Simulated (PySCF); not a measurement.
## Cd³⁵⁺ (cadmium, charge +35) across methods

[Ne] 3s2 3p1, 2P determinant. Computed with PySCF 2.14 in an uncontracted even-tempered set (18 s from 5.3 bohr⁻², ratio 2.5; 12 p from 6.9 bohr⁻², ratio 2.5; 4 d from 29 bohr⁻², ratio 2.7; 4 f from 43 bohr⁻², ratio 2.7), with scalar relativity by spin-free X2C-1e. The B2PLYP total includes its PT2 part (frozen core); its orbital energies are those of the SCF part.

```
method  E (hartree)  mean ε 3s α (eV)  mean ε 3s β (eV)  mean ε 3p α (eV)  Σ⟨r²⟩ (bohr²)   ⟨S²⟩
   PBE     -4581.09           -2324.4           -2316.3           -2206.0         0.4681  0.750
r2SCAN     -4581.31           -2326.6           -2316.6           -2208.1         0.4685  0.751
B2PLYP     -4581.46           -2343.6           -2330.7           -2224.5         0.4683  0.751
PBEsol     -4578.60           -2323.6           -2315.5           -2205.1         0.4682  0.750
   LDA     -4575.61           -2323.1           -2315.6           -2204.4         0.4684  0.750
   UHF  -4580.65625           -2359.6           -2342.6           -2239.8         0.4686  0.751
  PBE0     -4581.11           -2333.6           -2323.3           -2214.7         0.4682  0.750
```

Spin-orbit coupling, absent here, splits the open shell strongly.
